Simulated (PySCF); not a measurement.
Several molecules and their computed UV-vis stick spectra, shuffled. The calculation used TDDFT B3LYP/def2-SVPD, vertical, gas phase, core orbitals frozen in the response (PySCF 2.14.0, density-fitted response routines). Geometries: GFN2-xTB; one conformer of each isolated species. Triplets are in the Tamm–Dancoff approximation.

A. `F[C@H]1C[SiH2]CCO1`
B. `CO[Si@@H]1CC[C@H]1F`
C. `F[SiH]1[SiH2]C(F)(F)[SiH2]1`

Lowest singlet levels (six at most, fewer where fewer were computed) with oscillator strengths:

1. 177 nm (f 0.003); 170 nm (f 0.000); 164 nm (f 0.009); 159 nm (f 0.027); 158 nm (f 0.004); 156 nm (f 0.049); T1 6.91 eV
2. 315 nm (f 0.002); 255 nm (f 0.000); 233 nm (f 0.077); 221 nm (f 0.009); 210 nm (f 0.093); 189 nm (f 0.011); T1 3.71 eV
3. 199 nm (f 0.028); 190 nm (f 0.006); 179 nm (f 0.034); 176 nm (f 0.017); 170 nm (f 0.005); 169 nm (f 0.015); T1 5.79 eV

Problem. Match each spectrum to its molecule.

Solution. 1 = A, 2 = C, 3 = B.
- A: S1 at 7.02 eV, HOMO→LUMO (98%); Löwdin shares by element: HOMO oxygen 44%, carbon 28% or more (atoms not listed hold the other 28%); LUMO silicon 21%, carbon 18% or more, hydrogen 7% or more (atoms not listed hold the other 54%); HOMO -7.72 and LUMO 0.20 eV.
- B: S1 at 6.24 eV, HOMO→LUMO (94%); Löwdin shares by element: HOMO carbon 39% or more, fluorine 19%, silicon 17% (atoms not listed hold the other 25%); LUMO silicon 25%, carbon 13% or more, hydrogen 10% or more, oxygen 9% (atoms not listed hold the other 43%); HOMO -7.34 and LUMO -0.17 eV.
- C: S1 at 3.93 eV, HOMO→LUMO (99%); Löwdin shares by element: HOMO silicon 32% or more, carbon 24%, fluorine 14% or more (atoms not listed hold the other 31%); LUMO silicon 66%, carbon 7% (atoms not listed hold the other 27%); HOMO -7.41 and LUMO -2.35 eV; point group Cs, 1 of its 6 listed states under f = 0.0005.

Without π bonds the low states are Rydberg-like; a valence basis with one diffuse set may place them up to an eV too high.
